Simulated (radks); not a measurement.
Ionisation of the zirconium ion Zr2+, [Kr] 4d2, to [Kr] 4d1 as the strength of local exchange is varied. Method: scalar-relativistic Kohn-Sham, Slater X-alpha exchange (alpha = 2/3 is LDA exchange), no correlation, spin-polarised, spherical densities, finite nucleus; open shells are filled with parallel spins first (spin-orbit coupling, left out, can overturn this in heavy ions); Fermi nuclear charge, rms radius 4.2694 fm; computed with a radial shooting solver on a logarithmic mesh with Libxc functionals.

| alpha | E(Zr2+) (hartree) | exchange (hartree) | IE (eV) | -e of the level emptied (eV) | <r> of it (bohr) |
|---|---|---|---|---|---|
| 0.572 | -3575.20877 | -90.55317 | 20.738 | 15.759 (4d) | 2.116 |
| 0.667 | -3590.30008 | -106.01477 | 22.131 | 17.022 (4d) | 2.042 |
| 0.707 | -3596.67234 | -112.56076 | 22.736 | 17.574 (4d) | 2.012 |
| 0.713 | -3597.62910 | -113.54449 | 22.828 | 17.658 (4d) | 2.008 |
| 0.717 | -3598.26707 | -114.20057 | 22.889 | 17.714 (4d) | 2.005 |
| 0.809 | -3612.96989 | -129.34904 | 24.329 | 19.038 (4d) | 1.942 |
| 0.962 | -3637.54618 | -154.78955 | 26.852 | 21.380 (4d) | 1.848 |
| 0.964 | -3637.86847 | -155.12416 | 26.886 | 21.412 (4d) | 1.847 |

NIST Atomic Spectra Database: 23.170 eV (semi-empirical). The Delta-SCF value meets it near alpha = 0.73. Open shells are spherical and high-spin; term and fine-structure splittings are not resolved.
